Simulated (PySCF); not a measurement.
CuH, SMILES [CuH] (connectivity only; charge and spin as stated), neutral, multiplicity 1.

The structure is a stationary point at PBE0-D3(BJ)/def2-TZVPD. The multiplicity is an assumed one; other spin states were not compared.

Method: B3LYP/def2-TZVPD (PySCF).

The molecule is in vacuum.

| Property | Value |
|---|---|
| total energy | -1641.14306 hartree |
| point group | C∞v |
| highest occupied level | -6.56 eV |
| lowest empty level | -2.38 eV |
| orbital gap | 4.18 eV |
| dipole moment | 0.551 e·Å |
| quadrupole, principal values (traceless, Buckingham form, about the centre of nuclear charge) | -0.18, 0.09, 0.09 D·Å |
| mean static polarisability | 32.2 bohr³ (4.77 Å³) |
| polarisability, principal values | 29.9, 29.9, 36.7 bohr³ |
